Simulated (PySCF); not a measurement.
C₄H₇FO₂, SMILES C(F)(=C)OCCO.

The structure is a stationary point at B3LYP-D3(BJ)/def2-SVP. The structure was generated by enumeration, and PubChem lists no compound with its InChIKey, so it may never have been made. The values are those of a single conformer.

Calculation: PySCF with TDA-PBE/def2-SVPD.

Vertical excitations. Gas-phase values at a fixed geometry.

Computed UV-visible absorptions:
```json
[
 {"state": "S1", "energy (eV)": "5.81", "λ (nm)": "214", "f": "0.011", "main pairs": "HOMO→LUMO+1 98 %"},
 {"state": "S2", "energy (eV)": "5.99", "λ (nm)": "207", "f": "0.000", "main pairs": "HOMO−1→LUMO 100 %"},
 {"state": "S3", "energy (eV)": "6.28", "λ (nm)": "197", "f": "0.007", "main pairs": "HOMO→LUMO+2 97 %"},
 {"state": "S4", "energy (eV)": "6.48", "λ (nm)": "191", "f": "0.013", "main pairs": "HOMO−1→LUMO+1 99 %"},
 {"state": "S5", "energy (eV)": "6.62", "λ (nm)": "187", "f": "0.026", "main pairs": "HOMO→LUMO+3 99 %"},
 {"state": "S6", "energy (eV)": "6.96", "λ (nm)": "178", "f": "0.047", "main pairs": "HOMO−1→LUMO+2 93 %"},
 {"state": "T1", "energy (eV)": "4.48", "λ (nm)": "277", "f": "0", "main pairs": "HOMO→LUMO 97 %"},
 {"state": "T2", "energy (eV)": "5.70", "λ (nm)": "218", "f": "0", "main pairs": "HOMO→LUMO+1 99 %"}
]
```
Triplets are in the Tamm–Dancoff approximation.
